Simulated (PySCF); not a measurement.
# Ba(39+): ionisation energy

Ba(39+) [Ne] 3s2 3p5 (2P) → Ba(40+) [Ne] 3s2 3p4 (3P), as a difference of total energies. Calculation: PySCF 2.14, in an even-tempered Gaussian basis (16 s from 6.9 bohr⁻², ratio 2.5; 10 p from 9 bohr⁻², ratio 2.5; 5 d from 40 bohr⁻², ratio 2.7; 4 f from 60 bohr⁻², ratio 2.7); the non-relativistic Hamiltonian (point nucleus). Correlated levels: outer shells: 1s2 frozen; virtual orbitals above 40 to 60 times the deepest correlated orbital energy dropped. The calculations carry no spin-orbit coupling.

| method | ionisation energy (eV) |
| --- | --- |
| UHF | 2877.0 |
| LDA | 2879.4 |
| PBE | 2879.7 |
| PBE0 | 2879.6 |
| r2SCAN | 2879.7 |
| B3LYP | 2879.8 |
| M06 | 2879.8 |
| MP2 (outer shells) | 2878.0 |
| SCS-MP2 (outer shells) | 2877.9 |

Spin-orbit coupling is strong in these open shells (close to jj coupling). The scalar numbers leave it out and a first-order estimate fails, so it can dominate the gap to the real levels.

The gap to the reference is mostly relativistic.

For comparison: 2901 ± 4 eV (theoretical estimate listed by NIST; NIST Atomic Spectra Database, ionization energies).
